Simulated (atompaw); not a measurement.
**u(r) = r·R(r): atom against pseudo-atom (europium)**

Columns: radius, all-electron u(r) and pseudo u(r) of the 5d shell (level -1.07 eV) of europium in the configuration [Kr] 4d10 4f7 5s2 5p6 5d1 6s1 6p0; PBE, scalar-relativistic, PAW (atompaw) scheme, atompaw 4.2.0.5.

```csv
r (bohr),all-electron,pseudo
0.115,0.1225,0.0003
0.231,0.0513,0.0025
0.346,-0.1171,0.0083
0.462,-0.2001,0.0191
0.577,-0.1834,0.0359
0.692,-0.1079,0.0592
0.808,-0.0081,0.0893
0.923,0.0929,0.1251
1.038,0.1855,0.1659
1.154,0.2661,0.2106
1.269,0.3323,0.2568
1.385,0.3859,0.3034
1.500,0.4274,0.3478
1.615,0.4589,0.3888
1.731,0.4821,0.4252
1.846,0.4982,0.4555
1.962,0.5088,0.4794
2.077,0.5147,0.4965
2.192,0.5171,0.5074
2.308,0.5166,0.5126
2.423,0.5140,0.5132
2.538,0.5097,0.5102
2.654,0.5040,0.5047
2.769,0.4975,0.4978
2.885,0.4901,0.4902
3.000,0.4823,0.4823
```

Problem. How many radial nodes do the two functions have?

Solution. The all-electron 5d function has n − l − 1 = 2; the pseudo-wave has 0, since the states of the same l below it are removed with the core.

Problem. Is the pseudo-wave norm-conserving?

Solution. No, it belongs to a PAW set: the norm inside the radius is not constrained, and the difference is carried by the augmentation charge.
